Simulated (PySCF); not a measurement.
water (H2O), SMILES O. Atoms are numbered in the order given.

```xyz
3

O      0.0000     0.0000    -0.1169
H      0.0000    -0.7650     0.4676
H      0.0000     0.7650     0.4676
```

Coordinates come from a B3LYP-D3(BJ)/def2-TZVP optimisation.

Two levels are set side by side: PBE/pcSseg-1 (PySCF) and KT2/pcSseg-1 (PySCF). GIAO shifts against H2O (¹⁷O), TMS (¹H) at the same level; non-relativistic, no solvent, atoms listed together averaged. Differences are taken from unrounded values.

```
quantity                KT2
---------------------  ----
δ(¹⁷O) of O1 (ppm)      0.0
δ(¹H) of H2, H3 (ppm)  0.30
```

**Question.** What does PBE give, and how far is it from KT2? (Estimate from the structure and the level; the computed values follow.)

**Answer.** 
| quantity | PBE | PBE minus KT2 |
|---|---|---|
| δ(¹⁷O) of O1 (ppm) | 0.0 | 0.0 |
| δ(¹H) of H2, H3 (ppm) | 0.34 | 0.04 |
